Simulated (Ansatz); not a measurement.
Total energies of GeH3(NHtBu) (C₄H₁₃GeN) from Ansatz at PBE0-D4/def2-TZVP, gas phase (1 Eh = 27.2114 eV = 2625.5 kJ/mol). The reference geometry is relaxed at r2SCAN-D4/def2-SVP.

```xyz
19

Ge   -0.0553    0.5240   -2.3832
H    -0.9658   -0.0124   -3.4973
H    -0.0825    2.0596   -2.3647
H     1.4015    0.0722   -2.6513
N    -0.7927   -0.1264   -0.8256
C    -0.1060   -0.1251    0.4749
C     0.5351    1.2479    0.6930
C    -1.1664   -0.3727    1.5553
C     0.9728   -1.2194    0.5507
H    -1.2730   -1.0126   -0.9792
H     0.9989    1.3049    1.6897
H     1.3283    1.4442   -0.0489
H    -0.2196    2.0456    0.6100
H    -1.9408    0.4084    1.5156
H    -0.7179   -0.3809    2.5618
H    -1.6583   -1.3478    1.3992
H     1.7433   -1.0641   -0.2218
H     0.5252   -2.2143    0.3883
H     1.4732   -1.2311    1.5334
```

```tsv
state	geometry	energy (Eh)
charge 0 singlet	reference	-2291.57099
charge 1 doublet	reference	-2291.26175
free Ge atom (triplet)	–	-2076.65516
free H atom (doublet)	–	-0.50104
free N atom (quartet)	–	-54.54382
free C atom (triplet)	–	-37.80537
```

(1) Work out the vertical ionisation energy to the doublet.

(2) What is the binding energy per atom against free atoms?

(1) E(charge 1 doublet) − E(charge 0 singlet) = -2291.26175 − (-2291.57099) = 0.30924 Eh = 8.41 eV. For comparison, −ε of the highest occupied level is 6.55 eV at this level, 1.86 eV less.

(2) Atoms: 1 × (-2076.65516) + 13 × (-0.50104) + 1 × (-54.54382) + 4 × (-37.80537) = -2288.93398 Eh. Binding: -2288.93398 − (-2291.57099) = 2.63701 Eh = 71.76 eV, or 3.78 eV for each of 19 atoms (no zero-point energy, no counterpoise term).
